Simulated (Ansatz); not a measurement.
Species: sum formula BIF, charge 0, multiplicity 2. It need not be the lowest isomer of its formula. 
Coordinates optimised at B3LYP-D3(BJ)/def2-TZVP (Ansatz, an electronic-structure program):
```
B
F 1 1.2956
I 1 2.1532 2 123.66
```
Charge 0, spin multiplicity 2.

Basis-set convergence of Hartree-Fock and MP2 correlation energies (hartree) with Ansatz. Cores are frozen in the correlated levels unless marked. Open shells are spin-unrestricted. No spin-orbit coupling. The frozen core is the preceding noble-gas configuration, with the filled d and f shells of earlier blocks. Past Kr the def2 sets carry scalar-relativistic core potentials.

```json
[
 {"basis": "def2-SVP", "functions": "54", "E(HF)": "-420.69435", "E(corr, MP2)": "-0.34020"},
 {"basis": "def2-TZVPP", "functions": "112", "E(HF)": "-420.86005", "E(corr, MP2)": "-0.45386"},
 {"basis": "def2-QZVPP", "functions": "196", "E(HF)": "-420.86687", "E(corr, MP2)": "-0.50208"}
]
```

Extrapolating the two largest sets (X = 3 and 4) as X^-3: E(corr) = (64·(-0.50208) - 27·(-0.45386))/37 = -0.5373 Eh, an estimate of the basis-set limit. The largest set recovers 93.5 % of it, the smallest 63.3 %.
